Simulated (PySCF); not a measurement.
A structure optimised at B3LYP-D3(BJ)/def2-SVP, used in a PySCF frequency run:

```xyz
4

Cl    -1.4716    -0.8496    -0.0324
C      0.0000     0.0000     0.2758
Cl     1.4716    -0.8496    -0.0324
Cl     0.0000     1.6993    -0.0324
```
Charge 0, spin multiplicity 2.

Write its SMILES, formula and point group.

Cl[C](Cl)Cl, CCl₃, C3v

What are its rotational constants (standard atomic weights)?

3.2696, 3.2696, 1.6457 GHz
